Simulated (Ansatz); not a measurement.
Species: C$_{4}$H$_{10}$Se$_{2}$, net charge 0, singlet state. 
Structure (B3LYP-D3(BJ)/def2-TZVP (Ansatz, a quantum-chemistry and plane-wave program) minimum search):
SMILES: CC[Se]C[Se]C
```xyz
16

C     -3.2898     1.0935    -0.2967
C     -1.8264     0.9364    -0.6722
Se    -1.2376    -0.9256    -0.3751
C      0.6692    -0.6260    -0.6737
Se     1.5036     0.3232     0.8368
C      3.1798     0.8060    -0.0702
H     -3.4531     0.8681     0.7581
H     -3.6151     2.1206    -0.4765
H     -3.9288     0.4345    -0.8872
H     -1.6574     1.1689    -1.7230
H     -1.1831     1.5676    -0.0619
H      0.8073    -0.0435    -1.5820
H      1.1239    -1.6057    -0.7932
H      3.7685     1.3782     0.6441
H      3.7271    -0.0890    -0.3569
H      2.9701     1.4214    -0.9426
```

Total electronic energies in hartree. Valence correlation only, unless marked. Spin-orbit coupling is left out. Frozen are the shells of the preceding noble gas and the d and f shells that filled before the atom's block. Non-relativistic. CBS(X,Y): correlation extrapolated as X^-3; Hartree-Fock from the larger set. The bracket is a focal-point correction in the basis named.

```json
[
 {"level": "RI-HF/aug-cc-pVTZ", "program": "Ansatz", "energy (Eh)": "-4957.11503"},
 {"level": "BLYP-D3(BJ)/def2-TZVPD", "program": "Ansatz + dftd3", "energy (Eh)": "-4961.61046"},
 {"level": "revPBE-D4/def2-TZVPD", "program": "Ansatz + dftd4", "energy (Eh)": "-4961.20254"},
 {"level": "r2SCAN-D3(BJ)/def2-TZVPD", "program": "Ansatz + dftd3", "energy (Eh)": "-4961.48593"},
 {"level": "r2SCAN-D4/def2-TZVPD", "program": "Ansatz + dftd4", "energy (Eh)": "-4961.48520"},
 {"level": "PBE0/STO-3G", "program": "Ansatz", "energy (Eh)": "-4905.73116"},
 {"level": "PBE0/def2-QZVPP", "program": "Ansatz", "energy (Eh)": "-4960.95285"},
 {"level": "BHLYP-D4/def2-TZVPD", "program": "Ansatz + dftd4", "energy (Eh)": "-4961.48855"},
 {"level": "BHLYP/def2-TZVPD", "program": "Ansatz", "energy (Eh)": "-4961.46962"},
 {"level": "HSE06-D4/def2-TZVPD", "program": "Ansatz + dftd4", "energy (Eh)": "-4960.84856"},
 {"level": "CAM-B3LYP-D4/def2-TZVPD", "program": "Ansatz + dftd4", "energy (Eh)": "-4961.76515"},
 {"level": "LC-wPBE-D4/def2-TZVPD", "program": "Ansatz + dftd4", "energy (Eh)": "-4960.86606"},
 {"level": "MP2/STO-3G", "program": "Ansatz", "energy (Eh)": "-4902.83346"},
 {"level": "MP2/6-31G*", "program": "Ansatz", "energy (Eh)": "-4957.11226"},
 {"level": "RI-MP2/aug-cc-pVQZ", "program": "Ansatz", "energy (Eh)": "-4958.23306"},
 {"level": "RI-MP2/cc-pVTZ", "program": "Ansatz", "energy (Eh)": "-4958.13345"},
 {"level": "SCS-MP2/6-31G*", "program": "Ansatz", "energy (Eh)": "-4957.10576"},
 {"level": "SCS-MP2/aug-cc-pVDZ", "program": "Ansatz", "energy (Eh)": "-4957.78084"},
 {"level": "SCS-MP2/cc-pVTZ", "program": "Ansatz", "energy (Eh)": "-4958.13814"},
 {"level": "CCSD/CBS(cc-pVTZ,cc-pVQZ)", "program": "Ansatz", "energy (Eh)": "-4958.3228"},
 {"level": "RI-MP2/CBS(cc-pVTZ,cc-pVQZ)+[CCSD(T)-MP2]/cc-pVTZ", "program": "Ansatz", "energy (Eh)": "-4958.3913"},
 {"level": "RI-MP2/CBS(cc-pVTZ,cc-pVQZ)+[CCSD(T)-MP2]/cc-pVQZ", "program": "Ansatz", "energy (Eh)": "-4958.3845"},
 {"level": "CCSD(T)/CBS(cc-pVTZ,cc-pVQZ)", "program": "Ansatz", "energy (Eh)": "-4958.3798"}
]
```

Totals of different functionals don't rank their quality; only differences between species are comparable.
